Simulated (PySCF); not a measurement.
## UHF on Cu (copper, neutral)

Configuration: [Ar] 3d10 4s1, 2S determinant. Computed with PySCF 2.14 in pcseg-2 (6s4p3d2f1g, 56 functions), with no relativity, point nucleus.

```
Total energy                                     : -1638.930755 hartree
One-electron energy                              : -2290.7752 hartree
Hartree (Coulomb) energy                         : 717.6273 hartree
Exchange energy                                  : -65.7828 hartree
Kinetic energy                                   : 1641.13133 hartree
⟨S²⟩                                             : 0.7518
⟨L²⟩                                             : 0.000
Sum of ⟨r⟩                                       : 20.97 bohr
Sum of ⟨r²⟩                                      : 31.20 bohr²
Density at the nucleus (Gaussians lack the cusp) : 16400 bohr⁻³
Spin density at the nucleus                      : 3.38 bohr⁻³
Langevin diamagnetic susceptibility              : -24.7 ×10⁻⁶ cm³/mol
Time after the integrals                         : 0.34 s of wall time on 1 thread of Neoverse-N1 (shared host)
```

```json
{"shell": "1s α", "electrons": "1", "mean orbital energy (hartree)": "-328.68802", "rms radius, mean of both spins (bohr)": "0.0613"}
{"shell": "1s β", "electrons": "1", "mean orbital energy (hartree)": "-328.68629", "rms radius, mean of both spins (bohr)": "0.0613"}
{"shell": "2s β", "electrons": "1", "mean orbital energy (hartree)": "-40.74298", "rms radius, mean of both spins (bohr)": "0.258"}
{"shell": "2s α", "electrons": "1", "mean orbital energy (hartree)": "-40.74201", "rms radius, mean of both spins (bohr)": "0.258"}
{"shell": "2p β", "electrons": "3", "mean orbital energy (hartree)": "-35.54449", "rms radius, mean of both spins (bohr)": "0.230"}
{"shell": "2p α", "electrons": "3", "mean orbital energy (hartree)": "-35.54159", "rms radius, mean of both spins (bohr)": "0.230"}
{"shell": "3s α", "electrons": "1", "mean orbital energy (hartree)": "-5.00071", "rms radius, mean of both spins (bohr)": "0.778"}
{"shell": "3s β", "electrons": "1", "mean orbital energy (hartree)": "-4.99976", "rms radius, mean of both spins (bohr)": "0.778"}
{"shell": "3p β", "electrons": "3", "mean orbital energy (hartree)": "-3.31735", "rms radius, mean of both spins (bohr)": "0.825"}
{"shell": "3p α", "electrons": "3", "mean orbital energy (hartree)": "-3.31216", "rms radius, mean of both spins (bohr)": "0.825"}
{"shell": "3d β", "electrons": "5", "mean orbital energy (hartree)": "-0.48610", "rms radius, mean of both spins (bohr)": "1.15"}
{"shell": "3d α", "electrons": "5", "mean orbital energy (hartree)": "-0.48206", "rms radius, mean of both spins (bohr)": "1.15"}
{"shell": "4s α", "electrons": "1", "mean orbital energy (hartree)": "-0.23893", "rms radius, mean of both spins (bohr)": "3.48"}
```
